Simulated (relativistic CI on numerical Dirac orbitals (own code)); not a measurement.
Input to a radial Dirac CI calculation:

```
atom C  Z=6  charge=4  electrons=2
nucleus A=12  rms_radius_fm=2.4702
hamiltonian dirac-coulomb  breit=on  qed=on  c_scale=1
orbitals kli  potential=per-configuration
slater_scale 1
correlation none
mixing on
configurations
  1s2
  1s 2p
  1p 2p
  1s 1p
end
```

**Question.** How did the run end?

**Answer.** The self-consistent field of one configuration failed: SCF of 1p 2p ended with code -1.
